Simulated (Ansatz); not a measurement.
Geometry optimisation, RKS B3LYP-D4/STO-3G (Ansatz 0.2.0).

Input:

```yaml
crystal:
  periodic: [false, false, false]
  atoms:
    - { symbol: O, position_ang: [1.7827, 0.6634, 2.2105] }
    - { symbol: C, position_ang: [0.9658, 0.6661, 1.0081] }
    - { symbol: S, position_ang: [-0.1308, -0.7743, 1.043] }
    - { symbol: Si, position_ang: [-1.1902, -0.5255, -0.7216] }
    - { symbol: S, position_ang: [0.017, -0.7568, -2.4329] }
    - { symbol: H, position_ang: [1.6409, -0.1712, 2.5683] }
    - { symbol: H, position_ang: [1.6856, 0.6202, 0.1655] }
    - { symbol: H, position_ang: [0.4269, 1.6103, 0.9403] }
    - { symbol: H, position_ang: [-2.3165, -1.5566, -0.7314] }
    - { symbol: H, position_ang: [-1.8576, 0.8215, -0.7093] }
    - { symbol: H, position_ang: [-0.9584, -0.6541, -3.3199] }
basis:
  gaussian: { orbitals: STO-3G }
hamiltonian:
  xc: b3lyp
  dispersion: d4
relax:
  f_tol: 0.02
  max_steps: 40
output:
  orbitals: {}
```

Run as:

```bash
$ ansatz run input.yaml --threads 1 --pin off --max-ram 2048MiB --backend cpu --events-out ev --progress --plain --runs-dir out
```

Question: Where does it end, and by what steps?

Answer: The forces met the threshold. Limits of this set-up: minimal basis. After 22 steps the energy has fallen by 0.823 eV; H11 moved furthest, 1.61 Å.

```
step  energy less start (eV)  largest force component (eV/Å)  accepted
   0                  0.0000                           6.802       yes
   1                 -0.5415                           0.858       yes
   2                 -0.6023                           0.746       yes
   3                 -0.6947                           0.699       yes
   4                 -0.7069                           0.663       yes
   5                 -0.7487                           0.323       yes
   6                 -0.7618                           0.079       yes
   7                 -0.7718                           0.099       yes
   8                 -0.7631                           0.660        no
   9                 -0.7778                           0.069       yes
  10                 -0.7825                           0.136       yes
  11                 -0.7858                           0.355       yes
  12                 -0.7844                           0.698        no
  13                 -0.7952                           0.194       yes
  14                 -0.8015                           0.104       yes
  15                 -0.8078                           0.286       yes
  16                 -0.8124                           0.338       yes
  17                 -0.8180                           0.169       yes
  18                 -0.8204                           0.117       yes
  19                 -0.8229                           0.036       yes
  20                 -0.8231                           0.048       yes
  21                 -0.8227                           0.061        no
  22                 -0.8233                           0.015       yes
```

```xyz
11
Properties=species:S:1:pos:R:3
O 1.861 0.557 1.916
C 0.795 0.701 0.930
S -0.716 -0.295 1.365
Si -1.421 -0.661 -0.624
S 0.173 -0.974 -2.020
H 2.082 -0.444 1.842
H 1.130 0.399 -0.094
H 0.560 1.787 0.912
H -2.252 -1.844 -0.560
H -2.239 0.433 -1.112
H 0.092 0.283 -2.532
```

Run time: 68 s on 1 thread of AMD EPYC 7R43 64-Core Processor (Zen 3) (shared host), peak memory 0.17 GiB.
